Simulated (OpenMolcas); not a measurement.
An atom or ion with 23 electrons was computed by MS-CASPT2, IPEA 0.25 Eh, imaginary shift 0.1 Eh with spin-orbit coupling (OpenMolcas, ANO-RCC-VTZP, DKH2). The lowest levels that the run gave, each within 12 % of the measured value where one is at hand:

```
   J  Parity  E (cm-1)      g
 5/2    even       0.0  2.002
 5/2    even     21200  0.571
 7/2    even     21200  0.984
11/2    even     21210  1.273
 9/2    even     21210  1.172
 5/2    even     22840  1.597
 3/2    even     22860  1.729
 1/2    even     22880  2.661
 7/2    even     25470  1.429
 1/2    even     25500  0.007
 3/2    even     25510  1.206
 5/2    even     25520  1.375
```

Question: Which ion is it, and what are the configurations and terms?

Answer: Cr II (Z = 24, charge +1; active space 5 electrons in 5 orbitals (3d)). J, parity and g give the terms where levels are pure, and mixed ones are named by the computed weights; the size of the splittings, set against known spectra of the 23-electron sequence, gives the charge. In order, with the measured energies in cm-1 (NIST Handbook of Basic Atomic Spectroscopic Data): 3d5 6S 5/2, 3d5 4G 5/2 (20512), 3d5 4G 7/2 (20518), 3d5 4G 11/2 (20512), 3d5 4G 9/2 (20519), 3d5 4P 5/2 (21823), 3d5 4P 3/2 (21824), 3d5 4P 1/2 (21824), 3d5 4D 7/2, 3d5 4D 1/2, 3d5 4D 3/2, 3d5 4D 5/2.

Term energies are means over components that CASPT2 splits; among the terms shown or strongly mixed into the levels shown the widest spread is 460 cm-1 (3d5 4G). Some high roots are left out of the spin-orbit mixing, which shifts the levels that they would mix with. Computed and measured levels are paired by configuration, term and J; levels that our copy of the source lacks, or whose pairing is in doubt (as where it misses far off the trend of its configuration), stay unpaired and out of the deviations. Levels of configurations outside the active space are missing.
